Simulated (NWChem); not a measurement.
System meant: C₂H₆BFO; SMILES COB(C)F

Input file for NWChem:

```
start job
memory heap 200 mb stack 900 mb global 1100 mb
geometry units angstroms noautosym nocenter noautoz
  B     -0.112775     0.541790     0.000583
  F     -0.964558     1.583503     0.002404
  C      1.445656     0.794699    -0.000026
  H      1.940077     0.304607     0.865092
  H      1.682657     1.874808     0.035878
  H      1.922190     0.372304    -0.910453
  O     -0.720320    -0.675096    -0.004169
  C     -0.026721    -1.906534     0.002342
  H     -0.161940    -2.410788     0.982895
  H     -0.451627    -2.566265    -0.782074
  H      1.062001    -1.792304    -0.185769
end
basis spherical
  B library def2-svp
  F library def2-svp
  C library def2-svp
  H library def2-svp
  O library def2-svp
end
dft
  xc m06-l
  iterations 150
end
property
  shielding
end
task dft property
```

End of the output:

```
 Vector   23  Occ=0.000000D+00  E= 9.714990D-02
              MO Center=  1.8D-01, -1.4D+00, -7.5D-02, r^2= 7.1D+00
   Bfn.  Coefficient  Atom+Function         Bfn.  Coefficient  Atom+Function
  ----- ------------  ---------------      ----- ------------  ---------------
    74      1.931895   8 C  s                31     -1.305969   3 C  s
    92     -1.146858  10 H  s                87     -1.000464   9 H  s
    54      0.670137   6 H  s                 3      0.649857   1 B  s
    44      0.520662   4 H  s                97     -0.469861  11 H  s
    60     -0.384532   7 O  s                73      0.317715   8 C  s

 center of mass
 --------------
 x =  -0.19930103 y =   0.19029056 z =   0.00046746

 moments of inertia (a.u.)
 ------------------
         468.914276700108           9.169346120150           0.038124219823
           9.169346120150         233.233138741979          -0.096496979270
           0.038124219823          -0.096496979270         679.176548156230

     Multipole analysis of the density
     ---------------------------------

     L   x y z        total         alpha         beta         nuclear
     -   - - -        -----         -----         ----         -------
     0   0 0 0     -0.000000    -20.000000    -20.000000     40.000000

     1   1 0 0      0.808150      0.876969      0.876969     -0.945787
     1   0 1 0     -0.742517     -1.005319     -1.005319      1.268121
     1   0 0 1      0.001028     -0.009562     -0.009562      0.020152

     2   2 0 0    -23.664679    -77.503720    -77.503720    131.342762
     2   1 1 0      0.800865     -1.642963     -1.642963      4.086790
     2   1 0 1     -0.004646      0.019771      0.019771     -0.044189
     2   0 2 0    -21.113484   -140.250359   -140.250359    259.387235
     2   0 1 1     -0.008989      0.006816      0.006816     -0.022621
     2   0 0 2    -21.028974    -16.212217    -16.212217     11.395460

          -----------------------------------------
          Chemical Shielding Tensors (GIAO, in ppm)
          -----------------------------------------

 ------------------------------------------------------------------------
  xm06: d2 not coded                    0
 ------------------------------------------------------------------------
 ------------------------------------------------------------------------
  current input line :
    30: task dft property
 ------------------------------------------------------------------------
 ------------------------------------------------------------------------
 This error has not yet been assigned to a category
 ------------------------------------------------------------------------
 For more information see the NWChem manual at https://nwchemgit.github.io

0: xm06: d2 not coded:Received an Error in Communication
```

### Question
Can this run be used? If not, why, and what is the fix?

### Answer
The program stopped with an error. Cause: this functional's second derivatives, which shieldings need, aren't coded here; the fix takes a hybrid GGA instead. This input runs:
```
start job
memory heap 200 mb stack 900 mb global 1100 mb
geometry units angstroms noautosym nocenter noautoz
  B     -0.112775     0.541790     0.000583
  F     -0.964558     1.583503     0.002404
  C      1.445656     0.794699    -0.000026
  H      1.940077     0.304607     0.865092
  H      1.682657     1.874808     0.035878
  H      1.922190     0.372304    -0.910453
  O     -0.720320    -0.675096    -0.004169
  C     -0.026721    -1.906534     0.002342
  H     -0.161940    -2.410788     0.982895
  H     -0.451627    -2.566265    -0.782074
  H      1.062001    -1.792304    -0.185769
end
basis spherical
  B library def2-svp
  F library def2-svp
  C library def2-svp
  H library def2-svp
  O library def2-svp
end
dft
  xc pbe0
  iterations 150
end
property
  shielding
end
task dft property
```
It converges to -279.33519 Ha (PBE0/def2-SVP, GIAO).
